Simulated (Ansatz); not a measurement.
## Molecular dynamics of ClF3H2W

The input (input.yaml):

```yaml
crystal:
  periodic: [false, false, false]
  atoms:
    - { symbol: W, position_ang: [0.0, 0.183103, -0.159541] }
    - { symbol: H, position_ang: [0.0, -0.374124, 1.393576] }
    - { symbol: F, position_ang: [1.807054, 0.377081, -0.286374] }
    - { symbol: F, position_ang: [0.0, 1.808167, 0.813445] }
    - { symbol: F, position_ang: [-1.807054, 0.377081, -0.286374] }
    - { symbol: H, position_ang: [0.0, -1.439746, 0.147553] }
    - { symbol: Cl, position_ang: [0.0, -0.801561, -2.292284] }
basis:
  gaussian: { orbitals: def2-SVP }
hamiltonian:
  xc: hf
md:
  timestep: 0.5
  n_steps: 100
  ensemble: nvt_langevin
  temperature: 700.0
  initial_velocities: maxwell_boltzmann
  seed: 349399
  friction: 0.001
```

Run as:

```bash
$ ansatz run input.yaml --threads 1 --pin off --max-ram 2048MiB --backend cpu --events-out ev --progress --plain --runs-dir out
```

It starts from a relaxed structure.

Output, in part (one step line in 4, the closing report, with atoms numbered from 0):

```
md step     0: t =     0.00 fs  T =   600.0 K  F+E_penalty+E_count = -22450.84406397 eV  E_kin = 0.542892 eV  (42 SCF iters)
md step     4: t =     2.00 fs  T =   533.3 K  F+E_penalty+E_count = -22450.78694761 eV  E_kin = 0.482556 eV  (47 SCF iters)
md step     8: t =     4.00 fs  T =   435.9 K  F+E_penalty+E_count = -22450.71378612 eV  E_kin = 0.394407 eV  (48 SCF iters)
md step    12: t =     6.00 fs  T =   425.4 K  F+E_penalty+E_count = -22450.70066912 eV  E_kin = 0.384869 eV  (50 SCF iters)
md step    16: t =     8.00 fs  T =   409.3 K  F+E_penalty+E_count = -22450.67153473 eV  E_kin = 0.370312 eV  (49 SCF iters)
md step    20: t =    10.00 fs  T =   312.5 K  F+E_penalty+E_count = -22450.57605692 eV  E_kin = 0.282724 eV  (48 SCF iters)
md step    24: t =    12.00 fs  T =   320.6 K  F+E_penalty+E_count = -22450.57743232 eV  E_kin = 0.290069 eV  (48 SCF iters)
md step    28: t =    14.00 fs  T =   398.8 K  F+E_penalty+E_count = -22450.65490966 eV  E_kin = 0.360859 eV  (49 SCF iters)
md step    32: t =    16.00 fs  T =   367.1 K  F+E_penalty+E_count = -22450.63855736 eV  E_kin = 0.332165 eV  (47 SCF iters)
md step    36: t =    18.00 fs  T =   336.3 K  F+E_penalty+E_count = -22450.60405095 eV  E_kin = 0.304272 eV  (47 SCF iters)
md step    40: t =    20.00 fs  T =   402.2 K  F+E_penalty+E_count = -22450.65335684 eV  E_kin = 0.363933 eV  (48 SCF iters)
md step    44: t =    22.00 fs  T =   486.5 K  F+E_penalty+E_count = -22450.73329447 eV  E_kin = 0.440199 eV  (47 SCF iters)
md step    48: t =    24.00 fs  T =   485.2 K  F+E_penalty+E_count = -22450.73964575 eV  E_kin = 0.438994 eV  (46 SCF iters)
md step    52: t =    26.00 fs  T =   437.2 K  F+E_penalty+E_count = -22450.70653855 eV  E_kin = 0.395545 eV  (46 SCF iters)
md step    56: t =    28.00 fs  T =   453.4 K  F+E_penalty+E_count = -22450.71934359 eV  E_kin = 0.410211 eV  (47 SCF iters)
md step    60: t =    30.00 fs  T =   429.9 K  F+E_penalty+E_count = -22450.68235494 eV  E_kin = 0.388950 eV  (49 SCF iters)
md step    64: t =    32.00 fs  T =   325.1 K  F+E_penalty+E_count = -22450.58894225 eV  E_kin = 0.294115 eV  (50 SCF iters)
md step    68: t =    34.00 fs  T =   274.6 K  F+E_penalty+E_count = -22450.55813184 eV  E_kin = 0.248421 eV  (50 SCF iters)
md step    72: t =    36.00 fs  T =   313.9 K  F+E_penalty+E_count = -22450.59964152 eV  E_kin = 0.284025 eV  (48 SCF iters)
md step    76: t =    38.00 fs  T =   352.7 K  F+E_penalty+E_count = -22450.62905421 eV  E_kin = 0.319125 eV  (48 SCF iters)
md step    80: t =    40.00 fs  T =   399.5 K  F+E_penalty+E_count = -22450.65791608 eV  E_kin = 0.361473 eV  (47 SCF iters)
md step    84: t =    42.00 fs  T =   497.9 K  F+E_penalty+E_count = -22450.73702892 eV  E_kin = 0.450466 eV  (47 SCF iters)
md step    88: t =    44.00 fs  T =   532.6 K  F+E_penalty+E_count = -22450.76622230 eV  E_kin = 0.481920 eV  (48 SCF iters)
md step    92: t =    46.00 fs  T =   476.5 K  F+E_penalty+E_count = -22450.71542256 eV  E_kin = 0.431118 eV  (47 SCF iters)
md step    96: t =    48.00 fs  T =   430.1 K  F+E_penalty+E_count = -22450.67902792 eV  E_kin = 0.389199 eV  (48 SCF iters)
md step   100: t =    50.00 fs  T =   406.1 K  F+E_penalty+E_count = -22450.67441759 eV  E_kin = 0.367422 eV  (46 SCF iters)
Total energy: -22450.67441759 eV, -825.0470672329 hartree
Atom 0 at    -0.039691     0.136733    -0.164303 Å, force     0.015337     0.796148     0.439896 eV/Å
Atom 1 at    -0.328005    -0.382255     1.383722 Å, force    -0.313896    -0.485386    -0.343480 eV/Å
Atom 2 at     1.773539     0.100716     0.147581 Å, force    -0.762587     0.005178    -0.579549 eV/Å
Atom 3 at    -0.034312     1.732882     0.895084 Å, force     0.019357    -0.613975    -0.521568 eV/Å
Atom 4 at    -1.788097     0.585144    -0.585201 Å, force     0.899537    -0.360260     0.525815 eV/Å
Atom 5 at    -0.147156    -1.543678     0.004775 Å, force    -0.196015     0.730069     0.215189 eV/Å
Atom 6 at     0.095706    -0.650470    -2.370807 Å, force     0.338266    -0.071773     0.263697 eV/Å
Dipole moment:    -0.000008    -0.305896     0.084107 e Å
```

All steps were run. The mean temperature of the second half is 41 % below the set value. A run of 0.05 ps of so small a system gives no equilibrium averages.

The same pairs are bonded in the first frame and the last. Pairs count as bonded within 1.25 times the sum of covalent radii (0.12 Å more for H–H).

Last frame:

```xyz
7
Properties=species:S:1:pos:R:3
W -0.040 0.137 -0.164
H -0.328 -0.382 1.384
F 1.774 0.101 0.148
F -0.034 1.733 0.895
F -1.788 0.585 -0.585
H -0.147 -1.544 0.005
Cl 0.096 -0.650 -2.371
```

The run took 4.4 min on 1 thread of Arm Neoverse V1, on a shared host, peak memory 0.2 GiB.
